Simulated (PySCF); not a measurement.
[FeH3]- (quintet). Computed with PySCF, UPBE0, basis Fe def2-TZVPD, H def2-TZVPD (no relativity, density fitting).

Harmonic bands of its minimum:

| ω (cm⁻¹) | IR (km/mol, summed over degenerate members) | degeneracy |
| --- | --- | --- |
| 508 | 436 | 1 |
| 514 | 330 | 2 |
| 1442 | 1686 | 2 |
| 1474 | 0.0 | 1 |

Question: The central atom is Fe. Infer the point group and assign the bands.

Answer: D3h. The modes span a2'' + 2e' + a1': 508 a2'', 514 e', 1442 e', 1474 a1'. The computed geometry has Fe–H 1.704 Å (×3); H–Fe–H 120.0° (×3).

Other isomers or separated fragments may lie lower. Open d and f shells are described by one determinant, and the ground state may have another occupation or spin. The lowest empty level of this anion is unbound, so it and the gap depend on the basis.
